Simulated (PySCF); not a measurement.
# EPR parameters of C3H10NSi2

Compound: C₃H₁₀NSi₂ (doublet state).
Numbering: `[NH2:1][Si:2]1[CH2:3][CH2:4][CH2:5][SiH2:6]1` (hydrogens: H7, H8 on N1; H9, H10 on C3; H11, H12 on C4; H13, H14 on C5; H15, H16 on Si6)

Geometry (GFN2-xTB, Å), atoms numbered from 1 in this order:
```xyz
16
C3H10NSi2 angstrom
N      2.695   -0.295    0.664
Si     1.289   -0.282   -0.354
C     -0.024   -1.315    0.595
C     -1.381   -0.755    0.177
C     -1.453    0.755    0.398
Si     0.028    1.647   -0.421
H      3.554    0.126    0.352
H      2.887   -1.075    1.271
H      0.104   -1.190    1.674
H      0.013   -2.386    0.392
H     -2.185   -1.251    0.734
H     -1.545   -0.970   -0.884
H     -2.404    1.133    0.019
H     -1.448    0.953    1.472
H      0.162    2.950    0.253
H     -0.300    1.963   -1.821
```

The hyperfine couplings belong to this conformer and change with its torsions.

Computed, not measured: PySCF 2.14.0, UKS B3LYP, pcH-1 on C H N Si, non-relativistic, mean-field spin-orbit, GIAO. Geometry: GFN2-xTB, one conformer, isolated molecule. The geometry wasn't refined by DFT: couplings that depend on bond lengths, twists or pyramidal angles can differ widely from those at the functional's own minimum, by a factor of two or more for some ions and for spin on atoms past the first row. Stability of the SCF solution: not tested.

* g1, g2, g3: 2.00235, 2.00274, 2.00430
* g_iso: 2.00313
* Form of g: rhombic: the two nearest values differ by 20 % of g3 − g1
* ⟨S²⟩: 0.7528 (exact 0.7500)
* HOMO–LUMO gap, α and β orbitals: 4.56, 4.75 eV
* Total energy: -754.10443 Eh
* Basis functions: 270

Isotropic coupling and dipolar principal values T1 to T3, in mT; ρ(0) is the spin density at the nucleus (MHz turned into mT with g_iso):

| atom | isotope | a_iso | of which spin–orbit | T1 | T2 | T3 | Mulliken spin population | ρ(0) (bohr⁻³) |
| --- | --- | --- | --- | --- | --- | --- | --- | --- |
| N1 | 14N | 0.21 | 0.00 | -0.32 | -0.31 | 0.63 | 0.14 | 0.0184 |
| Si2 | 29Si | -15.46 | 0.03 | -4.71 | 2.25 | 2.46 | 0.72 | 0.4886 |
| C3 | 13C | 0.98 | 0.00 | -0.12 | -0.09 | 0.21 | 0.00 | 0.0244 |
| C4 | 13C | -0.03 | 0.00 | -0.03 | 0.00 | 0.03 | 0.00 | -0.0008 |
| C5 | 13C | 0.40 | 0.00 | -0.07 | -0.05 | 0.12 | 0.02 | 0.0101 |
| Si6 | 29Si | -5.23 | 0.01 | -1.11 | 0.51 | 0.60 | 0.09 | 0.1653 |
| H7 | 1H | -0.24 | 0.00 | -0.36 | -0.15 | 0.52 | 0.00 | -0.0015 |
| H8 | 1H | -0.43 | 0.00 | -0.39 | -0.10 | 0.49 | 0.00 | -0.0027 |
| H9 | 1H | 0.95 | 0.00 | -0.11 | -0.02 | 0.13 | 0.02 | 0.0060 |
| H10 | 1H | 0.24 | 0.00 | -0.13 | -0.09 | 0.21 | 0.00 | 0.0015 |
| H11 | 1H | -0.06 | 0.00 | -0.04 | -0.03 | 0.07 | 0.00 | -0.0004 |
| H12 | 1H | -0.02 | 0.00 | -0.08 | -0.06 | 0.14 | 0.00 | -0.0001 |
| H13 | 1H | 0.44 | 0.00 | -0.06 | -0.02 | 0.08 | 0.01 | 0.0028 |
| H14 | 1H | -0.05 | 0.00 | -0.05 | -0.04 | 0.09 | 0.00 | -0.0003 |
| H15 | 1H | 1.29 | 0.00 | -0.10 | -0.02 | 0.12 | 0.02 | 0.0081 |
| H16 | 1H | -0.24 | 0.00 | -0.10 | -0.05 | 0.15 | 0.00 | -0.0015 |

The Mulliken spin populations are largest on Si2 (+0.72), N1 (+0.14) and Si6 (+0.09). The angles at Si2 add up to 318.0°, so it is pyramidal.

Axes: g3 points within 10° of the N1–Si2 bond.

Under fast tumbling the dipolar parts average out, and these isotropic splittings remain (the largest six): 2 × 1H (H9/H10, I = 1/2, 3 lines) with 0.59 mT, 2 × 1H (H15/H16, I = 1/2, 3 lines) with 0.52 mT, 1 × 1H (H8, I = 1/2, 2 lines) with 0.43 mT, 1 × 1H (H7, I = 1/2, 2 lines) with 0.24 mT, 1 × 14N (N1, I = 1, 3 lines) with 0.21 mT and 2 × 1H (H13/H14, I = 1/2, 3 lines) with 0.20 mT.

Class means assume fast exchange of nuclei equivalent by connectivity; if that motion is slow, each nucleus keeps its own coupling. H7 and H8 aren't averaged: N1 is flat or nearly so (angle sum 352°), and its turn about the short N1–Si2 bond (1.74 Å) is taken as slow. The 1H value of +14.7 MHz is a mean of couplings from -6.9 to 36.2 MHz in this one geometry, not an average over conformers. The 1H value of +16.7 MHz is a mean of couplings from 6.7 to 26.6 MHz in this one geometry, not an average over conformers.

The 13C coupling of C3 (27.5 MHz) shows only in satellite lines or after enrichment, since that isotope makes up about 1.07 % of natural carbon.

The 29Si coupling of Si2 (-433.5 MHz) shows only in satellite lines or after enrichment, since that isotope makes up about 4.7 % of natural silicon.

Hardware: one thread of an Arm Neoverse V1, shared host. Cost: 88 s (grids of density and orbitals included), 0.96 GiB resident at most.
